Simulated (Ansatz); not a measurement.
A structure relaxed at PBE0-D4/def2-TZVP, charge 0, multiplicity 1:

```xyz
12

O     2.0571    0.4563   -0.8037
Si    1.1548   -0.9027   -0.5578
C    -0.1065   -0.6572    0.7856
Sn   -1.4729    0.9453    0.3603
H     1.5962    1.2389   -1.1109
H     0.4338   -1.2970   -1.8037
H     2.1424   -1.9530   -0.2073
H    -0.7025   -1.5648    0.9197
H     0.3853   -0.4334    1.7356
H    -0.6976    2.0841   -0.6629
H    -2.8482    0.3435   -0.4505
H    -1.9418    1.7399    1.7956
```

Q: Give its formula and SMILES.

A: CH8OSiSn, `O[SiH2][CH2][SnH3]`.

Q: Summarise the bond lengths by kind.

A: 1 × O–Si 1.650 Å; 1 × H–O 0.959 Å; 1 × C–Si 1.859 Å; 2 × H–Si 1.484 to 1.492 Å; 1 × C–Sn 2.148 Å; 2 × C–H 1.093 to 1.094 Å; 3 × H–Sn 1.706 to 1.716 Å.

Computed with Ansatz.
